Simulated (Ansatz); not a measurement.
Harmonic frequencies (cm⁻¹) at PBE0-D4/def2-TZVP from Ansatz: 36, 79, 112, 191, 212, 241, 396, 598, 798, 927, 929, 936, 1315, 1467, 1471, 3089, 3191, 3198.

Each molecule was computed in one conformer, which needn't be the lowest.

**Question.** Which molecule is it?
A. `C[Se][AlH2]`
B. `[SiH3][O][Al]([Cl])[Br]`
C. `C[Se][Al]([F])[F]`
D. `[SiH3][O][AlH][Br]`

**Answer.** C.
